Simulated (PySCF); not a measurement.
Atom-mapped SMILES (the numbers label the heavy atoms): `[CH:1]#[C:2][Si@H:3]([NH2:4])[C:5]([F:6])([F:7])[F:8]`. Each H is labelled by its parent atom.

Computed data (PySCF 2.14.0 with density-fitted response routines): geometry from GFN2-xTB, σ from GIAO-PBE0/pcSseg-1. In vacuum, one computed conformer, non-relativistic Hamiltonian, equivalent nuclei averaged.

Referencing at the same level of theory: $^{13}$C (σ = 186.93 ppm), $^{1}$H (σ = 31.72 ppm), $^{29}$Si (σ = 349.16 ppm) vs TMS; $^{15}$N (σ = 267.73 ppm) vs NH3; CFCl3 for $^{19}$F (σ = 170.95 ppm).

```json
{"atoms": "H(N4)", "nucleus": "$^{1}$H", "count": "2", "Hirshfeld charge": "0.13", "δ (ppm)": "?"}
{"atoms": "H(C1)", "nucleus": "$^{1}$H", "count": "1", "Hirshfeld charge": "0.10", "δ (ppm)": "2.01"}
{"atoms": "C2", "nucleus": "$^{13}$C", "count": "1", "Hirshfeld charge": "-0.17", "δ (ppm)": "87.6"}
{"atoms": "C1", "nucleus": "$^{13}$C", "count": "1", "Hirshfeld charge": "-0.07", "δ (ppm)": "103.1"}
{"atoms": "N4", "nucleus": "$^{15}$N", "count": "1", "Hirshfeld charge": "-0.31", "δ (ppm)": "?"}
{"atoms": "Si3", "nucleus": "$^{29}$Si", "count": "1", "Hirshfeld charge": "0.40", "δ (ppm)": "-56.8"}
{"atoms": "H(Si3)", "nucleus": "$^{1}$H", "count": "1", "Hirshfeld charge": "-0.06", "δ (ppm)": "4.88"}
{"atoms": "F6/F7/F8", "nucleus": "$^{19}$F", "count": "3", "Hirshfeld charge": "-0.11", "δ (ppm)": "-77.1"}
{"atoms": "C5", "nucleus": "$^{13}$C", "count": "1", "Hirshfeld charge": "0.17", "δ (ppm)": "?"}
```

Fill in the missing shifts.

## Answers


- C5: 138.2 ppm, CF3 carbon; 3 electronegative neighbours deshield it
- H(N4): 0.88 ppm, hydrogen on a nitrogen bonded to Si; exchangeable; this is the value without hydrogen bonding to other molecules
- N4: 10.7 ppm, nitrogen bonded to Si, 2 H

Exchangeable OH/NH protons stand at their gas-phase positions; hydrogen bonding in a real sample shifts them, mostly to higher δ. Shifts are as computed. Against solution values, carbons near 30 ppm lie about +3 ppm off and those near 130 ppm about +5 ppm. Of 1211 compounds with measured shifts, 218 miss one by over three times the rms of a fit or turn the order of signals round; such compounds aren't used in these exercises. Unscaled 19F shifts against computed CFCl3 carry errors that often reach 10 to 50 ppm. Experimental scales use liquid or dissolved standards, which lie at an offset from isolated NH3 (liquid NH3: subtract about 20 ppm).
